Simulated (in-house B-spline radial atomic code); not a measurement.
How G0W0 and RPA depend on the start: the strontium ion Sr²⁺

Configuration [Ar] 3d10 4s2 4p6. Computed with a B-spline radial code for spherical atoms: all electrons, non-relativistic, point nucleus, each spin shell either full or empty, empty states to l = 9 with an (l + 1/2)⁻⁴ tail; G0W0 by contour deformation at full frequency.

Without relativity these are model numbers: it shifts the levels of so heavy an element strongly and can reorder them.

```json
{"start": "Hartree-Fock", "mean-field 4p (eV)": "-42.96", "G0W0 (eV)": "-43.59", "QP weight": "0.962", "RPA correlation (Eh)": "-2.4275"}
{"start": "LDA VWN5", "mean-field 4p (eV)": "-36.59", "G0W0 (eV)": "-43.11", "QP weight": "0.926", "RPA correlation (Eh)": "-2.661"}
{"start": "PBE", "mean-field 4p (eV)": "-36.45", "G0W0 (eV)": "-43.10", "QP weight": "0.925", "RPA correlation (Eh)": "-2.6567"}
{"start": "PBE0", "mean-field 4p (eV)": "-38.39", "G0W0 (eV)": "-43.25", "QP weight": "0.940", "RPA correlation (Eh)": "-2.5924"}
{"start": "r2SCAN", "mean-field 4p (eV)": "-37.04", "G0W0 (eV)": "-43.17", "QP weight": "0.934", "RPA correlation (Eh)": "-2.6159"}
{"start": "HSE06", "mean-field 4p (eV)": "-37.94", "G0W0 (eV)": "-43.24", "QP weight": "0.937", "RPA correlation (Eh)": "-2.5985"}
{"start": "B3LYP (VWN-RPA)", "mean-field 4p (eV)": "-37.99", "G0W0 (eV)": "-43.24", "QP weight": "0.936", "RPA correlation (Eh)": "-2.6064"}
{"start": "SCAN", "mean-field 4p (eV)": "-37.07", "G0W0 (eV)": "-43.14", "QP weight": "0.934", "RPA correlation (Eh)": "-2.614"}
{"start": "TPSS", "mean-field 4p (eV)": "-36.67", "G0W0 (eV)": "-43.14", "QP weight": "0.928", "RPA correlation (Eh)": "-2.6433"}
{"start": "BHandHLYP", "mean-field 4p (eV)": "-40.12", "G0W0 (eV)": "?", "QP weight": "?", "RPA correlation (Eh)": "?"}
{"start": "CAM-B3LYP", "mean-field 4p (eV)": "-39.85", "G0W0 (eV)": "?", "QP weight": "?", "RPA correlation (Eh)": "?"}
{"start": "LC-wPBE", "mean-field 4p (eV)": "-41.38", "G0W0 (eV)": "-43.43", "QP weight": "0.954", "RPA correlation (Eh)": "-2.5736"}
{"start": "wB97X", "mean-field 4p (eV)": "-40.90", "G0W0 (eV)": "-43.39", "QP weight": "0.953", "RPA correlation (Eh)": "-2.562"}
{"start": "PBEsol", "mean-field 4p (eV)": "-36.44", "G0W0 (eV)": "-43.10", "QP weight": "0.926", "RPA correlation (Eh)": "-2.6582"}
{"start": "BLYP", "mean-field 4p (eV)": "-36.26", "G0W0 (eV)": "-43.11", "QP weight": "0.923", "RPA correlation (Eh)": "-2.6582"}
{"start": "r2SCAN0", "mean-field 4p (eV)": "-38.77", "G0W0 (eV)": "-43.28", "QP weight": "0.944", "RPA correlation (Eh)": "-2.5659"}
{"start": "LDA exchange-only", "mean-field 4p (eV)": "-35.04", "G0W0 (eV)": "-43.17", "QP weight": "0.920", "RPA correlation (Eh)": "-2.6602"}
```

**Question.** What G0W0 level, weight and RPA correlation energy follow from the BHandHLYP start?

**Answer.** G0W0 level -43.39 eV, weight 0.949, RPA correlation -2.5344 hartree.

**Question.** What G0W0 level, weight and RPA correlation energy follow from the CAM-B3LYP start?

**Answer.** G0W0 level -43.38 eV, weight 0.947, RPA correlation -2.5769 hartree.

**Question.** How much of the dependence on the start does G0W0 remove?

**Answer.** The mean-field levels span 7.91 eV and the G0W0 levels 0.492 eV. Against 42.884 eV (NIST, measured) the G0W0 removal energies are off by +0.22 to +0.71 eV, with relativity, Breit and QED terms left out.
